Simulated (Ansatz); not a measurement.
Ansatz (a program for electronic structure) input (RI-MP2/def2-TZVPPD):
A basis named .json is the Basis Set Exchange file of that set.

Ansatz 0.2 input:
```yaml
crystal:
  periodic: [false, false, false]
  atoms:
    - {symbol: Re, position_ang: [0.02457323, -0.00454314, 0.02937553]}
    - {symbol: O, position_ang: [1.36280435, 0.14994258, -1.28422307]}
    - {symbol: H, position_ang: [1.60808627, 0.95355606, -1.75731350]}
    - {symbol: O, position_ang: [-1.52326197, -0.27607588, 1.06414399]}
    - {symbol: H, position_ang: [-2.16741792, 0.39624575, 1.31478142]}
basis:
  gaussian:
    orbitals: def2-TZVPPD.json
    fitting: {mean_field: def2-universal-jkfit, correlation: def2-TZVPPD-RIFIT.json}
total_charge: -1
magnetization: {spin_polarized: true, initial_magnetization: 4}
correlation: {method: mp2, electrons: outside_noble_gas}
```

Output:

```
Functional definition: HF
integrals: 0.11 GiB planned
417 factors; integrals over basis functions are off by at most 8.8e-1 eV
455 factors; integrals over basis functions are off by at most 1.7e0 eV
mean field: 0.42 GiB planned
mean field evaluation 1: about -6215.8533 eV, gradient 2.0e1 eV
mean field evaluation 2: about -6217.9273 eV, gradient 1.1e1 eV
mean field evaluation 4: about -6218.7055 eV, gradient 1.6e0 eV
mean field evaluation 8: about -6218.8094 eV, gradient 1.4e-1 eV
mean field evaluation 16: about -6218.2978 eV, gradient 3.3e0 eV
mean field evaluation 32: about -6216.8282 eV, gradient 4.6e0 eV
mean field evaluation 64: about -6218.8064 eV, gradient 1.2e-1 eV
mean field -6218.81027475 eV, -228.5370623360 hartree, gradient 1.9e-6 eV, S^2 6.300264; 10 other end points of the search recorded, 0 dependent functions left out
6 core orbitals not correlated
reference -6218.81027475 eV, -228.5370623360 hartree; 13, 9 occupied and 154, 158 virtual orbitals, 455 factors
second order -18.69102541 eV of doubles, -0.00000000 eV of singles
Total energy: -6237.50130016 eV, -229.2239448507 hartree
```

This state (charge -1, quintet) is run at the relaxed geometry of the species with charge 0 and multiplicity 4.

The determinant is spin-contaminated: <S^2> is 6.30 against 6.00 for a pure state.
